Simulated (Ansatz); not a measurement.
Wavefunction ladder for `BC(C)C`

```tsv
atom	x (Å)	y (Å)	z (Å)
B1	-1.3837	-0.7010	0.5058
C2	0.0367	-0.1577	0.2281
C3	0.7410	-0.6736	-1.0216
C4	0.2595	1.3348	0.4445
H5	-2.1193	-0.1249	1.2579
H6	-1.7270	-1.7616	0.0631
H7	0.4896	-0.6883	1.1036
H8	0.3275	-0.1992	-1.9163
H9	0.6205	-1.7527	-1.1362
H10	1.8116	-0.4494	-1.0030
H11	1.3244	1.5827	0.4805
H12	-0.2029	1.6815	1.3708
H13	-0.1779	1.9093	-0.3772
```

Charge 0, multiplicity 1. Geometry: relaxed with PBE0-D4/def2-TZVP. Frozen core, restricted reference, the Gaussian-basis code of Ansatz. CBS rows extrapolate triple and quadruple zeta; past MP2 they add the triple-zeta difference.

```
     basis     HF (Eh)  MP2 corr.  CCSD corr.       (T)  CCSD(T) total
  def2-SVP  -143.40395   -0.52214           ?         ?              ?
def2-TZVPP  -143.55875   -0.63683           ?  -0.02529              ?
def2-QZVPP  -143.56587   -0.67610           –         –              –
 CBS(def2)  -143.56685          ?    -0.75729     as TZ              ?
```

Q: Fill in the withheld values. (An estimate is asked.)

A: Computed: def2-SVP CCSD corr.: -0.58262; def2-SVP (T): -0.01631; def2-SVP CCSD(T) total: -144.00288; def2-TZVPP CCSD corr.: -0.68892; def2-TZVPP CCSD(T) total: -144.27296; CBS(def2) MP2 corr.: -0.70519; CBS(def2) CCSD(T) total: -144.34943.
